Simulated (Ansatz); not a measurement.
Li₂Al₄, relaxed as a singlet with RKS r2SCAN-D4/def2-SVP in Ansatz, starting from the GFN2-xTB geometry. Force threshold 0.02 eV/Å.

The restricted singlet is unstable towards broken spin symmetry in Hartree–Fock (as tested in another run); at r2SCAN-D4/def2-SVP this wasn't settled. The structure comes from a short search, and lower isomers may exist.

Start:

```csv
atom,x (Å),y (Å),z (Å)
Li1,-0.722,1.852,-1.391
Li2,-1.478,-0.282,-0.431
Al3,1.328,-0.061,-0.584
Al4,0.306,-0.804,1.673
Al5,0.301,1.743,1.073
Al6,0.264,-2.449,-0.340
```

| step | energy (eV) | largest force component (eV/Å) | SCF passes |
| --- | --- | --- | --- |
| 1 | -26783.0628 | 0.791 | 61 |
| 2 | -26783.5625 | 0.667 | 45 |
| 3 | -26784.0369 | 0.660 | 50 |
| 4 | -26784.4069 | 0.436 | 40 |
| 5 | -26784.6019 | 0.452 | 35 |
| 6 | -26784.7052 | 0.332 | 35 |
| 7 | -26784.7683 | 0.113 | 36 |
| 8 | -26784.7824 | 0.071 | 34 |
| 9 | -26784.7898 | 0.041 | 35 |
| 10 | -26784.7906 | 0.017 | 36 |
| 11 | -26784.7909 | 0.011 | 35 |

Force components are those of the run's own axes.

End:

```xyz
6

Li    0.262    2.678   -1.476
Li   -1.869   -0.920    0.020
Al    0.648   -0.009   -1.386
Al    0.164   -0.892    2.079
Al    0.040    1.279    0.830
Al    0.754   -2.137   -0.066
```

Bonds lost: Li1–Li2, Al3–Al4 (atoms count from 1).

The force fell under the threshold at step 10, but the optimiser went on. No frequencies were taken in this run, so the end may be a saddle point.

Hardware: 4 threads of AMD EPYC 7B13 on a shared host. Wall time 35 s.
